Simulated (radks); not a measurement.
Values are calculated unless marked as measured or tabulated.
Ionisation of Cl, [Ne] 3s2 3p5, to Cl+, [Ne] 3s2 3p4, under several functionals. Scalar-relativistic Kohn-Sham, spin-polarised, spherical densities, finite nucleus; open shells are filled with parallel spins first; a radial shooting solver on a logarithmic mesh with Libxc functionals. The NIST Atomic Spectra Database gives 12.968 eV (measured). Rank these functionals by the error of their Delta-SCF ionisation energy: AM05; LDA (Slater exchange, Perdew-Zunger correlation); SCAN; revPBE; B86b exchange with PBE correlation; LDA (Slater exchange, VWN5 correlation); exchange-only B88; OLYP; LDA (Slater exchange, Perdew-Wang correlation); PBEsol.

Answer. From best to worst: revPBE 13.003 eV (+0.036); OLYP 12.922 eV (-0.046); AM05 13.015 eV (+0.048); PBEsol 13.023 eV (+0.055); B86b exchange with PBE correlation 13.073 eV (+0.105); SCAN 13.127 eV (+0.159); LDA (Slater exchange, VWN5 correlation) 13.234 eV (+0.266); LDA (Slater exchange, Perdew-Wang correlation) 13.236 eV (+0.269); LDA (Slater exchange, Perdew-Zunger correlation) 13.278 eV (+0.310); exchange-only B88 11.916 eV (-1.051). Open shells are spherical and high-spin; term and fine-structure splittings are not resolved.
